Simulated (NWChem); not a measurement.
System: CH5AlO2; SMILES C[O][AlH][OH]

The following NWChem deck was run.

```
start job
memory heap 200 mb stack 900 mb global 1100 mb
geometry units angstroms noautoz
  Al    -0.499628     0.666940    -0.034475
  H     -2.069196     0.653506    -0.143030
  O      0.279485     2.172649     0.023363
  H      1.226246     2.305742     0.089218
  O      0.436501    -0.743026     0.026867
  C      0.308789    -2.123078     0.011303
  H      0.745047    -2.567936     0.923859
  H     -0.743206    -2.461961    -0.050678
  H      0.846253    -2.557954    -0.850743
end
basis spherical
  * library 6-311++g**
end
dft
  xc b3lyp
  iterations 150
  mulliken
end
task dft energy
```

Output (shortened):

```
             Northwest Computational Chemistry Package (NWChem) 7.3.0
             --------------------------------------------------------

 C1  symmetry detected

                             Geometry "geometry" -> ""
                             -------------------------

 Output coordinates in angstroms (scale by  1.889725989 to convert to a.u.)

  No.       Tag          Charge          X              Y              Z
 ---- ---------------- ---------- -------------- -------------- --------------
    1 Al                  13.0000    -0.47483569     0.64144002     0.00020477
    2 H                    1.0000    -2.04352858     0.76272858    -0.00005689
    3 O                    8.0000     0.43243044     2.07475421    -0.00048451
    4 H                    1.0000     1.38938828     2.12612237    -0.00034987
    5 O                    8.0000     0.33916048    -0.84365698     0.00147098
    6 C                    6.0000     0.09301973    -2.20766039    -0.00088448
    7 H                    1.0000     0.55136429    -2.69072593     0.88090126
    8 H                    1.0000    -0.98588410    -2.45506330     0.01074003
    9 H                    1.0000     0.53067843    -2.68459752    -0.89648139

 Effective nuclear repulsion energy (a.u.)     157.7277960421

                                 NWChem DFT Module
                                 -----------------

 Summary of "ao basis" -> "ao basis" (spherical)
 ------------------------------------------------------------------------------
       Tag                 Description            Shells   Functions and Types
 ---------------- ------------------------------  ------  ---------------------
 Al                        6-311++g**               14       30   7s6p1d
 H                         6-311++g**                5        7   4s1p
 O                         6-311++g**               10       22   5s4p1d
 C                         6-311++g**               10       22   5s4p1d

            General Information
            -------------------
          SCF calculation type: DFT
          Wavefunction type:  closed shell.
          No. of atoms     :     9
          No. of electrons :    40
           Alpha electrons :    20
            Beta electrons :    20
          Charge           :     0
          Spin multiplicity:     1
          Use of symmetry is: off; symmetry adaption is: off
          Maximum number of iterations: 150
          AO basis - number of functions:   131
                     number of shells:    69
          Convergence on energy requested:  1.00D-06
          Convergence on density requested:  1.00D-05
          Convergence on gradient requested:  5.00D-04

              XC Information
              --------------
                         B3LYP Method XC Potential
                     Hartree-Fock (Exact) Exchange  0.200
                        Slater Exchange Functional  0.800 local
                    Becke 1988 Exchange Functional  0.720 non-local
              Lee-Yang-Parr Correlation Functional  0.810
                  VWN I RPA Correlation Functional  0.190 local

             Grid Information
             ----------------
          Grid used for XC integration:  medium
          Radial quadrature: Mura-Knowles
          Angular quadrature: Lebedev.
          Tag              B.-S. Rad. Rad. Pts. Rad. Cut. Ang. Pts.
          ---              ---------- --------- --------- ---------
          Al                  1.25       88          14.0       590
          H                   0.35       45          16.0       434
          O                   0.60       49          15.0       434
          C                   0.70       49          15.0       434
          Grid pruning is: on
          Number of quadrature shells:   460
          Spatial weights used:  Erf1

      Superposition of Atomic Density Guess
      -------------------------------------

 Sum of atomic energies:        -431.59828087

      Non-variational initial energy
      ------------------------------

 Total energy =    -432.892836
 1-e energy   =    -908.572603
 2-e energy   =     317.951971
 HOMO         =      -0.393873
 LUMO         =      -0.021299

     ---------------------------------------------
      Total Density - Mulliken Population Analysis
     ---------------------------------------------

    Atom       Charge   Shell Charges
 -----------   ------   -------------------------------------------------------
    1 Al  13    11.94   0.79  1.18  0.99  1.00  0.66  0.38  2.11  3.82  0.41  0.29  0.21 -0.01 -0.07  0.19
    2 H    1     1.11   0.21  0.56  0.34  0.00  0.01
    3 O    8     8.88   1.08  0.91  1.04  1.03  2.34  0.81  1.77 -0.14  0.02  0.00
    4 H    1     0.59   0.21  0.26  0.07  0.01  0.05
    5 O    8     8.68   1.08  0.91  1.04  1.02  2.32  0.80  1.72 -0.20 -0.03  0.01
    6 C    6     6.30   1.10  0.89  0.53  0.77  1.44  0.52  0.86  0.08  0.03  0.08
    7 H    1     0.83   0.25  0.46  0.11  0.00  0.02
    8 H    1     0.84   0.25  0.45  0.12 -0.00  0.02
    9 H    1     0.83   0.25  0.46  0.11  0.00  0.02

   convergence    iter        energy       DeltaE   RMS-Dens  Diis-err
 ---------------- ----- ----------------- --------- --------- ---------
 d= 0,ls=0.0,diis     1   -434.0502051923 -5.92D+02  1.02D-02  1.42D+00
 d= 0,ls=0.0,diis     2   -433.8871118921  1.63D-01  6.67D-03  3.08D+00
 d= 0,ls=0.0,diis     3   -434.1678571659 -2.81D-01  7.85D-04  8.01D-02
 d= 0,ls=0.0,diis     4   -434.1740476980 -6.19D-03  2.85D-04  3.35D-03
 d= 0,ls=0.0,diis     5   -434.1743877719 -3.40D-04  8.63D-05  4.57D-04
  Resetting Diis
 d= 0,ls=0.0,diis     6   -434.1744418658 -5.41D-05  1.61D-05  2.57D-06
 d= 0,ls=0.0,diis     7   -434.1744421077 -2.42D-07  6.66D-06  5.24D-07

         Total DFT energy =     -434.174442107749
      One electron energy =     -913.132261574343
           Coulomb energy =      364.522017081135
    Exchange-Corr. energy =      -43.291993656651
 Nuclear repulsion energy =      157.727796042111

[...]
```

Level: B3LYP/6-311++G** (spherical d). All runs use the structure optimised with PBE0/def2-SVP.
